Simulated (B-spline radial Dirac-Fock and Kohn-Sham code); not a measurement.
# X-ray form factors of platinum in several charge states

Model: configuration-average Dirac-Fock orbitals. Program: a B-spline atomic structure program.

Configurations: Pt [Xe] 4f14 5d9 6s1; Pt⁺ [Xe] 4f14 5d9; Pt⁴⁺ [Xe] 4f14 5d6; Pt⁵⁺ [Xe] 4f14 5d5; Pt⁹⁺ [Xe] 4f14 5d1; Pt¹¹⁺ [Kr] 4d10 4f14 5s2 5p5. The first column is f₀ of Pt, the others are differences from it.

```tsv
s (Å⁻¹)	Pt	Δ Pt⁺	Δ Pt⁴⁺	Δ Pt⁵⁺	Δ Pt⁹⁺	Δ Pt¹¹⁺
0	78.000	-1.000	-4.000	-5.000	-9.000	-11.000
0.1	74.084	-0.344	-2.427	-3.206	-6.526	-8.289
0.2	66.311	+0.115	-0.508	-0.852	-2.669	-3.852
0.3	58.576	+0.069	+0.161	+0.132	-0.340	-0.885
0.4	51.894	-0.010	+0.195	+0.274	+0.495	+0.417
0.5	46.308	-0.030	+0.095	+0.165	+0.525	+0.671
0.7	37.540	-0.004	-0.016	-0.013	+0.066	+0.195
0.9	30.766	+0.008	-0.020	-0.035	-0.108	-0.110
1.1	25.436	+0.004	-0.006	-0.013	-0.069	-0.111
1.4	19.901	-0.002	+0.003	+0.004	+0.004	-0.014
```

Values without a named source are computed, but for edge energies of neutral atoms, which are taken from tables.
